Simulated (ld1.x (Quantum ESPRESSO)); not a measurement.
**cobalt (Co), TM: configuration errors across variants**

ld1.x (Quantum ESPRESSO) 7.5 input, shortened:

```
&input
   title='Co', zed=27., rel=1, dft='PZ', iswitch=3,
   config='[Ar] 3d7 4s1 4p0'
 /
 &inputp
   pseudotype=2, tm=.true., lloc=2,
   nlcc=.false.
 /
3
4S  1  0   1.00   0.00  1.60  1.60  0.0
4P  2  1   0.00   0.00  2.55  2.55  0.0
3D  3  2   7.00   0.00  0.95  0.95  0.0
 &test
   configts(1)='3d7 4s1 4p0'
 /
```

All-electron excitation energies from the reference (eV): (1) 3d7 4s2 4p0 -9.296; (2) 3d7 4s0 4p0 17.085; (3) 3d6 4s0 4p0 53.273; (4) 3d6 4s2 4p1 0.476; (5) 3d8 4s0 4p0 -2.590; (6) 3d6 4s2 4p0 6.164; (7) 3d7 4s1 4p1 -4.867; (8) 3d7 4s1 4p0 spin -2.579; (9) 3d7 4s2 4p0 spin -11.279.

Spin tests fill each open shell by Hund’s rule, majority spin first.

A true bound ghost makes a file unfit for plane-wave use even where its test errors are small: the radial tests pick states by their node count and pass the ghost by.

Errors AE − PS in meV (a dash: test not solved or not reliable):

```tsv
change	(1)	(2)	(3)	(4)	(5)	(6)	(7)	(8)	(9)	bound ghosts
base	+6.8	+9.8	-39	-184	-99	-95	+0.5	+2033	+2043	s, p
wave 4p (bound): rc 2.55 bohr becomes 4p (bound): rc 1.62 bohr	+6.8	+9.8	-39	-129	-99	-95	+2.4	+2033	+2043	s, p
wave 4p (bound): rc 2.55 bohr becomes 4p (bound): rc 1.92 bohr	+6.8	+9.8	-39	-167	-99	-95	+1.0	+2033	+2043	s, p
wave 4p (bound): rc 2.55 bohr becomes 4p (bound): rc 2.36 bohr	+6.8	+9.8	-39	-183	-99	-95	+0.5	+2033	+2043	s, p
wave 4p (bound): rc 2.55 bohr becomes 4p (bound): rc 2.66 bohr	+6.8	+9.8	-39	-183	-99	-95	+0.5	+2033	+2043	s, p
wave 4p (bound): rc 2.55 bohr becomes 4p (bound): rc 2.90 bohr	+6.8	+9.8	-39	-180	-99	-95	+0.4	+2033	+2043	s, p
wave 4p (bound): rc 2.55 bohr becomes 4p (bound): rc 3.26 bohr	+6.8	+9.8	-39	-172	-99	-95	0.0	+2033	+2043	s, p
wave 4p (bound): rc 2.55 bohr becomes 4p (bound): rc 3.88 bohr	+6.8	+9.8	-39	-161	-99	-95	-1.7	+2033	+2043	s, p
```

Give the same row for: wave 4p (bound): rc 2.55 bohr becomes 4p (bound): rc 3.50 bohr.

+6.8, +9.8, -39, -167, -99, -95, -0.6, +2033, +2043; bound ghosts: s, p.
